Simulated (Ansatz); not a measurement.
CH₅GeSSb (`[GeH3][Sb]1[CH2][S]1`), relaxed with RKS PBE-D4/def2-SVP in Ansatz from a rough embedded geometry. The force threshold is 0.03 eV/Å; the program also tests the step.

Total charge 0; spin multiplicity 1. Sb: def2 effective core potential.

Start:

```xyz
9

Ge   -0.739   -1.426    0.100
Sb   -1.205    1.012   -0.398
C     0.785    1.540    0.102
S     0.905    1.271   -1.634
H    -0.007   -2.134   -1.092
H     0.146   -1.598    1.403
H    -2.091   -2.206    0.376
H     1.284    0.873    0.765
H     0.923    2.667    0.377
```

Q: How much energy does the relaxation release, and in how many steps? (Estimate.)

A: The calculation gave: 7.78 kcal/mol, in 15 steps, 2 of them rejected.

Q: Which bonds change most? (Best estimate.)

A: Ansatz gave: Ge1–Sb2 from 2.532 to 2.661 Å; Sb2–C3 from 2.119 to 2.221 Å; C3–H9 from 1.168 to 1.105 Å; C3–S4 from 1.761 to 1.811 Å.

Q: Give the relaxed structure. (Best estimate.)

A: Ansatz gave: 
```xyz
9

Ge   -0.740   -1.518   -0.006
Sb   -1.093    0.979   -0.855
C     0.716    1.664    0.237
S     1.315    1.179   -1.402
H    -0.617   -2.482   -1.218
H     0.579   -1.566    0.816
H    -1.914   -2.026    0.885
H     1.026    1.023    1.083
H     0.729    2.747    0.459
```
